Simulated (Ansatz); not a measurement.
```yaml
crystal:
  periodic: [false, false, false]
  atoms:
    - {symbol: Ni, position_ang: [0.696230, -0.713274, -0.568407]}
    - {symbol: Si, position_ang: [-0.745058, 0.763248, 0.608178]}
    - {symbol: Si, position_ang: [-0.827878, -1.455195, 0.730871]}
    - {symbol: Si, position_ang: [0.876706, 1.405221, -0.770642]}
basis:
  gaussian: {orbitals: aug-cc-pVDZ}
hamiltonian: {xc: {name: HF}, pseudopotentials: {relativity: none}}
scf: {omitted_lower_state_checks: [starts]}
output: {forces: true}
```

```sh
$ ansatz run in.yaml --threads 4 --pin off --events-out ev --progress --plain --max-ram 3916MiB
```

Output, abridged:

```
Functional definition: HF
1498 factors; integrals over basis functions are off by at most 4.2e-4 eV
mean field evaluation 1: about -64564.7390 eV, gradient 1.2e2 eV
mean field evaluation 2: about -64564.8649 eV, gradient 1.2e2 eV
mean field evaluation 4: about -64572.5711 eV, gradient 8.1e1 eV
mean field evaluation 8: about -64583.3870 eV, gradient 2.4e0 eV
mean field evaluation 16: about -64583.5571 eV, gradient 1.2e-1 eV
mean field -64583.55712911 eV, -2373.4019481875 hartree, gradient 2.1e-5 eV, S^2 0.000000; 0 other end points of the search recorded, 0 dependent functions left out
reference -64583.55712911 eV, -2373.4019481875 hartree; 35, 35 occupied and 105, 105 virtual orbitals, 1498 factors
Total energy: -64583.55712911 eV, -2373.4019481875 hartree
Atom 0 at     0.696230    -0.713274    -0.568407 Å, force     1.931857    -1.979175    -1.577240 eV/Å
Atom 1 at    -0.745058     0.763248     0.608178 Å, force     0.104846    -0.107368    -0.085513 eV/Å
Atom 2 at    -0.827878    -1.455195     0.730871 Å, force    -1.513539     0.212313     1.267571 eV/Å
Atom 3 at     0.876706     1.405221    -0.770642 Å, force    -0.523164     1.874231     0.395182 eV/Å
Dipole moment:     0.321644    -0.329502    -0.262563 e Å
Checks for a lower state left out: starts
```

It took 3.2 s on 4 threads of Intel Xeon Platinum 8488C on a shared host.
